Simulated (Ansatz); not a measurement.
Job for Ansatz (a quantum-chemistry and plane-wave program): U-PBE0/def2-TZVPP on GeAs+, 2S+1 = 3, a spin state set in the input, which need not be the lowest. Charge +1.

Ansatz 0.2 input:
```yaml
crystal:
  periodic: [false, false, false]
  atoms:
    - {symbol: Ge, position_ang: [0.00000000, 0.00000000, 0.00000000]}
    - {symbol: As, position_ang: [0.00000000, 0.00000000, 2.27000000]}
basis:
  gaussian:
    orbitals: def2-TZVPP
hamiltonian:
  xc: {name: PBE0}
total_charge: 1
magnetization: {spin_polarized: true, initial_magnetization: 2}
relax: {f_tol: 0.002, max_steps: 120}
```

Question: Give the final energy of this run.

Answer: -4312.0036 hartree.

Question: How many basis functions does it have, and what does it roughly cost on one machine?

Answer: 96 functions; roughly 19 core-seconds.
